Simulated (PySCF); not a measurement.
Geometries of 2 isomers of C5H6NPS, from PySCF 2.14.0, PBE0-D3(BJ)/def2-SVP geometry optimisation, gas phase. One conformer each, no zero-point energy, no frequencies.

Question: Which is lower in electronic energy at this level?
A.
```xyz
14
angstrom
C     -2.609   -0.041    0.022
S     -1.422   -1.240   -0.602
C      0.145   -0.512   -0.267
C      0.302    0.731    0.374
N      1.459    1.318    0.651
C      2.621    0.766    0.339
P      2.909   -0.759   -0.464
C      1.262   -1.247   -0.679
H     -2.512    0.107    1.107
H     -2.534    0.922   -0.502
H     -3.595   -0.479   -0.185
H     -0.585    1.291    0.685
H      3.507    1.351    0.623
H      1.085   -2.208   -1.177
```
B.
```xyz
14
angstrom
C      2.709   -0.957   -0.236
S      1.979    0.316   -1.278
C      0.349    0.414   -0.620
N      0.047   -0.368    0.401
C     -1.159   -0.363    0.965
C     -2.231    0.435    0.581
C     -2.124    1.333   -0.479
P     -0.709    1.587   -1.441
H      2.718   -0.642    0.815
H      3.736   -1.089   -0.602
H      2.151   -1.898   -0.325
H     -1.286   -1.059    1.804
H     -3.173    0.346    1.129
H     -3.001    1.936   -0.739
```

Answer: B. That is `CSc1ncccp1`, 5.6 kcal/mol below the other.

```csv
SMILES,atoms numbered as above,E (Eh),relative (kcal/mol),relative (kJ/mol),dipole (D)
CSc1ncccp1,[CH3:1][S:2][c:3]1[n:4][cH:5][cH:6][cH:7][p:8]1,-987.46382,0.0,0.0,2.02
CSc1cncpc1,[CH3:1][S:2][c:3]1[cH:4][n:5][cH:6][p:7][cH:8]1,-987.45495,5.6,23.3,2.24
```
